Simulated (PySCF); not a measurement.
M06-2X single point of quintet MnH₃ at its PBE0 minimum.

An equivalent PySCF input for this run (the driver started from the density of an earlier step):

```python
from pyscf import gto, scf, dft
mol = gto.M(atom='''
Mn    -0.011760    -0.024623    -0.000000
H      1.115343     1.226223     0.000000
H      0.252694     1.638218     0.000000
H     -0.728445    -1.525242    -0.000000''',
    basis={'Mn': 'def2-TZVP', 'H': 'def2-TZVP'},
    charge=0, spin=4)
mf = dft.UKS(mol, xc='M062X')
mf.grids.atom_grid = (90, 434)
aux = {'Mn': 'def2-universal-JKFIT', 'H': 'def2-universal-JKFIT'}
mf = mf.density_fit(auxbasis=aux)
mf.conv_tol = 1e-08
mf.diis_space = 10
mf.max_cycle = 60
mf.verbose = 4
mf.kernel()
```

Excerpt of the output:

```
init E= -1152.65112119503
cycle= 1 E= -1152.65633063325  delta_E= -0.00521  |g|= 0.0409  |ddm|= 0.186
cycle= 2 E= -1152.65793407274  delta_E= -0.0016  |g|= 0.0149  |ddm|= 0.0932
cycle= 3 E= -1152.65819724677  delta_E= -0.000263  |g|= 0.0141  |ddm|= 0.0327
cycle= 4 E= -1152.65831439484  delta_E= -0.000117  |g|= 0.00602  |ddm|= 0.0106
cycle= 5 E= -1152.65845818068  delta_E= -0.000144  |g|= 0.00486  |ddm|= 0.0314
cycle= 6 E= -1152.65855158954  delta_E= -9.34e-05  |g|= 0.00245  |ddm|= 0.0364
cycle= 7 E= -1152.65857264993  delta_E= -2.11e-05  |g|= 0.00061  |ddm|= 0.0236
cycle= 8 E= -1152.65857383638  delta_E= -1.19e-06  |g|= 0.000136  |ddm|= 0.00584
cycle= 9 E= -1152.65857390199  delta_E= -6.56e-08  |g|= 3.07e-05  |ddm|= 0.00131
cycle= 10 E= -1152.65857390443  delta_E= -2.45e-09  |g|= 1.2e-05  |ddm|= 0.000141
Extra cycle  E= -1152.65857390462  delta_E= -1.85e-10  |g|= 1.59e-05  |ddm|= 2.51e-05
converged SCF energy = -1152.65857390462  <S^2> = 6.3552449  2S+1 = 5.1401342
```

The determinant is spin-contaminated (⟨S²⟩ = 6.36, pure value 6.00). With open d or f shells other occupations or spin states may lie lower.

This run, together with those of the ionised and electron-attached species (not shown), took 11 s on 2 threads of a shared Arm Neoverse V1 host, with 63 basis functions; the process peaked at 0.78 GiB.
